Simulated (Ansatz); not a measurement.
Molecule: PbH3 (charge 0, doublet). 
Geometry from a B3LYP-D3(BJ)/def2-TZVP (Ansatz, a quantum-chemistry and plane-wave program) optimisation:
SMILES: [PbH3]
```xyz
4

Pb     0.0130     0.0124     0.0132
H      1.0098    -1.0347    -1.0522
H     -1.0172     1.0552    -1.0245
H     -1.0595    -1.0408     0.9959
```
Charge 0, spin multiplicity 2.

Quantity: atomisation energy (electronic, to ground-state atoms), in kcal/mol. Cores are frozen in the correlated levels unless marked. Open shells are spin-unrestricted. No spin-orbit coupling. Frozen are the shells of the preceding noble gas and the d and f shells that filled before the atom's block. In def2 rows, elements after Kr have scalar-relativistic effective core potentials. The coupled-cluster limit lacks core correlation, which all-electron functionals hold. CBS marks a two-point X^-3 extrapolation of the correlation energy; Hartree-Fock from the larger set.

```
level                          program  atomisation energy (kcal/mol)
----------------------  --------------  -----------------------------
HF/def2-TZVPP                   Ansatz                           99.9
BLYP-D3(BJ)/def2-TZVPD  Ansatz + dftd3                          157.4
BLYP-D4/def2-TZVPD      Ansatz + dftd4                          157.6
BLYP/def2-TZVPD                 Ansatz                          155.2
```

### Question
Estimate the value at CCSD(T)/CBS(def2-TZVPPD,def2-QZVPPD) as computed with Ansatz.

### Answer
154.2 kcal/mol
